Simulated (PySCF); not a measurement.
**Zn¹⁴⁺ (zinc, charge +14) across methods**

[Ne] 3s2 3p4, high-spin 3P determinant. All numbers are calculated (PySCF 2.14, the spin-free X2C one-electron Hamiltonian (Gaussian nucleus), in an uncontracted even-tempered set (19 s from 0.81 bohr⁻², ratio 2.5; 12 p from 1.1 bohr⁻², ratio 2.5; 5 d from 7 bohr⁻², ratio 2.7; 4 f from 11 bohr⁻², ratio 2.7)).

```csv
method,E (hartree),mean ε 3s β (eV),mean ε 3p α (eV),mean ε 3p β (eV),Σ⟨r²⟩ (bohr²),⟨S²⟩
LDA,-1699.777,-519.15,-478.56,-472.09,2.794,2.000
PW91,-1703.017,-519.50,-479.13,-472.80,2.791,2.001
PBE,-1702.675,-519.29,-478.94,-472.54,2.792,2.001
PBE0,-1702.724,-524.19,-483.92,-477.13,2.793,2.001
r2SCAN,-1702.906,-520.28,-480.74,-473.61,2.794,2.001
r2SCAN0,-1702.902,-524.83,-485.19,-477.87,2.795,2.002
UHF,-1702.19363,-536.98,-497.40,-489.27,2.798,2.002
```
